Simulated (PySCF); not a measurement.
## Ti³⁺: interval between two levels

Ti³⁺ [Ar] 3d1 [2D5/2, M_J = 5/2] → Ti³⁺ [Ar] 4s1 [2S1/2, M_J = 1/2], as a difference of total energies. Computed with PySCF 2.14 in x2c-TZVPall-2c, with the two-component X2C-1e Hamiltonian. Correlated levels: [Ne] frozen. "Screened" scales the spin-orbit matrix elements by Boettger's factors to mimic the two-electron term; Breit and QED terms are absent.

```tsv
method	interval between two levels (cm⁻¹)
GHF (spin-free)	82992
GMP2 (spin-free)	78625
GHF (screened spin-orbit)	82828
GMP2 (screened spin-orbit)	78462
```
